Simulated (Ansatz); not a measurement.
Ir₃⁺. Charge 1, multiplicity 1. Geometry PBE-D4/def2-TZVP; atoms count from 1.

```tsv
atom	x (Å)	y (Å)	z (Å)
Ir1	-0.8349	0.2967	1.0497
Ir2	0.6644	1.0082	-0.6552
Ir3	0.1705	-1.3049	-0.3945
```

In the def2 sets Ir takes a core potential; there is no spin–orbit coupling. The restricted singlet is unstable towards broken spin symmetry at other levels; at PBE0-D4/def2-TZVP this wasn't settled. Another isomer (quintet) lies 1.74 eV lower at PBE0-D4/def2-TZVP; other spin states weren't run for this one.

Estimate the Mulliken populations from the PBE0/def2-TZVP orbitals of Ansatz.


```csv
atom,charge (e),d electrons
Ir1,0.34,7.69
Ir2,0.32,7.69
Ir3,0.34,7.69
```
Mulliken values depend strongly on the basis.

And the Mayer bond orders between heavy atoms (over 0.3)?

Ir1–Ir2 1.95 (2.38 Å); Ir1–Ir3 1.18 (2.38 Å); Ir2–Ir3 1.95 (2.38 Å).
